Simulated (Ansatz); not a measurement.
`C[SiH2]O[SiH2]Cl` and `CO[SiH2]Cl` differ in one atom or group.

Ansatz, PBE0-D4/def2-TZVP geometries, multiplicity 1. Each molecule was computed in one conformer, which needn't be the lowest.

| property | `C[SiH2]O[SiH2]Cl` |
| --- | --- |
| HOMO energy (PBE0/def2-TZVPP) / eV | -8.67 |
| ideal-gas entropy at 298 K and 1 bar (rigid rotor, harmonic PBE0-D4/def2-TZVP) / J/(mol·K) | 396 |
| LUMO energy (PBE/def2-TZVPP) / eV | -0.68 |
| LUMO energy (ωB97M-V/def2-TZVPP) / eV | 1.90 |
| size of the dipole moment (B3LYP/def2-TZVPP) / D | 0.86 |
| size of the dipole moment (PBE/def2-TZVPP) / D | 0.87 |

Give the same properties after the change, and the shifts. (An estimate is asked.)

The calculation gave: 
```csv
property,`CO[SiH2]Cl`,shift
HOMO energy (PBE0/def2-TZVPP) / eV,-8.66,0.01
"ideal-gas entropy at 298 K and 1 bar (rigid rotor, harmonic PBE0-D4/def2-TZVP) / J/(mol·K)",330,-66
LUMO energy (PBE/def2-TZVPP) / eV,-0.40,0.28
LUMO energy (ωB97M-V/def2-TZVPP) / eV,2.22,0.32
size of the dipole moment (B3LYP/def2-TZVPP) / D,1.51,0.65
size of the dipole moment (PBE/def2-TZVPP) / D,1.46,0.59
```

The zero-point energy changes by -43.4 kJ/mol with -9 modes. Dipoles are sizes alone; their direction can turn. Modes under 60 cm⁻¹, often nearly free rotors, make the harmonic entropy too high.

B3LYP here is the variant with VWN-RPA as its local correlation; programs differ in this.
